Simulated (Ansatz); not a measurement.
A structure relaxed at PBE0-D4/def2-TZVP, charge 0, multiplicity 1:

```xyz
6

F    -1.457    0.970   -1.197
Ga   -0.328    0.032   -0.244
S     1.259    1.143    0.761
S    -0.669   -2.120   -0.197
H     0.806    2.311    0.273
H     0.389   -2.336    0.604
```

(1) Give its formula and SMILES.

(2) Point group (tolerance 0.08 Å, 0.16 Å for H)?

(3) Summarise the bond lengths by kind.

Results:

(1) FGaH2S2, `[F][Ga]([SH])[SH]`.

(2) Cs.

(3) 1 × F–Ga 1.750 Å; 2 × Ga–S 2.179 to 2.182 Å; 2 × H–S 1.344 to 1.345 Å.

All numbers were calculated with Ansatz.
